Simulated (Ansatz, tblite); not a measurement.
Cost and result up the ladder for the cluster HgO2⁻ (the lowest doublet isomer of a short search) (3 atoms). Charge -1, multiplicity 2. Geometry: PBE-D4/def2-TZVPD.

```csv
atom,x (Å),y (Å),z (Å)
Hg1,0.0000,0.0000,0.0002
O2,1.9168,-0.0604,0.2490
O3,-1.9168,0.0605,-0.2492
```

Ansatz on 4 threads of Arm Neoverse V1 on a shared host; xTB runs through tblite on one thread. Times are rough, summed over both states, and most runs start from the orbitals of an earlier one. PBE0-D4/def2-TZVPD serves as the yardstick here, not as an exact answer. The other state is a triplet.

In the def2 sets Hg takes a core potential; there is no spin–orbit coupling. The xTB rows come from tblite. The structure comes from a short search, and lower isomers may exist.

Raw xTB energies of ions are shifted by several eV, and xTB has no spin-polarisation term.

```csv
level,functions,vertical IE (eV),difference from PBE0-D4/def2-TZVPD (eV),remarks
PBE0-D4/def2-TZVPD,126,2.66,0.00,–
PBE-D4/def2-TZVPD,126,3.06,0.40,HOMO above zero (-1 doublet)
GFN1-xTB,12,10.95,8.29,–
GFN2-xTB,12,9.95,7.29,–
r2SCAN-D4/def2-TZVPD,126,2.87,0.21,–
```

Estimate how long each takes.

GFN1-xTB 0.002 s; GFN2-xTB 0.004 s; PBE-D4/def2-TZVPD 8 s; r2SCAN-D4/def2-TZVPD 51 s; PBE0-D4/def2-TZVPD 66 s. On shared hardware such times vary by a factor of up to 3.
